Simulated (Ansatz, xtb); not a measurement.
# Ranking isomers of C2H8AlN

3 gas-phase structures of C2H8AlN, from a drawn sample of its isomers (lower ones may exist). Each was relaxed with GFN2-xTB; where two conformers were screened, the lower at r2SCAN-D4/def2-SVP//GFN2-xTB is listed:

A. `C[NH][AlH][CH3]`, a singlet
B. `CC[NH][AlH2]`, a singlet
C. `C[N](C)[AlH2]`, a singlet

Task: Estimate their order in r2SCAN-D4/def2-SVP//GFN2-xTB energy at these geometries, lowest first.

Result: Calculated order at r2SCAN-D4/def2-SVP//GFN2-xTB: A (0.0), B (10.9), C (14.5) kcal/mol.

Energies above the lowest of each column, in kcal/mol; the last columns are at r2SCAN-D4/def2-SVP geometries:

```csv
structure,GFN2-xTB,HF/STO-3G,r2SCAN-D4/def2-SVP//GFN2-xTB,r2SCAN-D4/def2-SVP,CCSD(T)/def2-SVP + ΔMP2/def2-TZVPP
A,13.8,0.0,0.0,0.0,0.0
B,0.0,13.9,10.9,7.3,7.5
C,3.8,12.9,14.5,14.8,15.7
```

CCSD(T)/def2-SVP + ΔMP2/def2-TZVPP puts A lowest; GFN2-xTB picks B. Flexible structures stand in one conformer each, not always the lowest. The ΔMP2 step shifts differences by up to 3.2 kcal/mol, which makes them less sure. ΔMP2 is the change of the MP2 energy from the smaller to the larger basis.

Programs: Ansatz 0.2.0, xtb 6.7.1.
